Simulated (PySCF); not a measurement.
Compound: 4-chloropyridine N-oxide, C5H4ClNO.
Bonds: O1–N2, N2–C3 (aromatic), C3–C4 (aromatic), C4–C5 (aromatic), C5–Cl6, C5–C7 (aromatic), C7–C8 (aromatic), N2–C8 (aromatic). Hydrogens: H9 on C3; H10 on C4; H11 on C7; H12 on C8.

The closed-shell SCF was solved with PySCF and density fitting under several settings on one GFN2-xTB geometry (grid level 2 and gas phase unless stated).

```tsv
settings	basis functions	SCF cycles	E (Eh)	HOMO (eV)	LUMO (eV)	dipole (D)
PBE0/pcSseg-1	163	15	-782.4722	-6.48	-1.47	2.39
PBE0/def2-SVPD	202	15	-782.1779	-6.59	-1.61	2.61
PBE/STO-3G, IEF-PCM water, damping 0.3 at the start, DIIS from the seventh cycle	48	29	-773.3164	-2.09	0.75	0.31
BLYP/pcSseg-1, IEF-PCM chloroform	163	19	-782.9142	-5.21	-1.95	2.89
KT2/6-311+G(2d,p), IEF-PCM cyclohexane, level shift 0.2 Eh	248	15	-792.0709	-5.51	-2.22	2.83
```

Estimate the rows for these settings: (1) PBE0/MINI, energy threshold 1e-06 Eh; (2) LDA/6-311G**; (3) PW91/6-31++G**, IEF-PCM chloroform, energy threshold 1e-07 Eh, level shift 0.2 Eh.

| settings | basis functions | SCF cycles | E (Eh) | HOMO (eV) | LUMO (eV) | dipole (D) |
| --- | --- | --- | --- | --- | --- | --- |
| PBE0/MINI, energy threshold 1e-06 Eh | 48 | 10 | -777.7740 | -7.67 | -2.95 | 0.94 |
| LDA/6-311G** | 176 | 19 | -778.9571 | -5.58 | -2.38 | 2.01 |
| PW91/6-31++G**, IEF-PCM chloroform, energy threshold 1e-07 Eh, level shift 0.2 Eh | 172 | 12 | -782.9320 | -5.53 | -2.24 | 3.36 |

Over all rows, what range does the HOMO–LUMO gap span?

From 2.84 eV (PBE/STO-3G, IEF-PCM water, damping 0.3 at the start, DIIS from the seventh cycle) to 5.01 eV (PBE0/pcSseg-1). The functional of the narrowest has no exact exchange, that of the widest 25 % exact exchange.

And the dipole moment?

From 0.31 D (PBE/STO-3G, IEF-PCM water, damping 0.3 at the start, DIIS from the seventh cycle) to 3.36 D (PW91/6-31++G**, IEF-PCM chloroform, energy threshold 1e-07 Eh, level shift 0.2 Eh); the largest is 10.84 times the smallest, and the median is 2.50 D.

Compare two rows with the functional PBE0: PBE0/MINI, energy threshold 1e-06 Eh and PBE0/pcSseg-1. Which energy is lower, and by how much?

PBE0/pcSseg-1 (163 functions) lies 4.6982 Eh or 2948 kcal/mol below PBE0/MINI, energy threshold 1e-06 Eh (48 functions).

Cycle counts include a coarse-grid stage where the run had one. All basis functions are spherical, in the Pople sets too. KT2 was designed for NMR shieldings or shifts; total energies of different functionals aren't comparable. At PBE0/MINI the closed-shell solution lies near or past a triplet instability. Geometry: GFN2-xTB; no vibrations or thermal averaging.
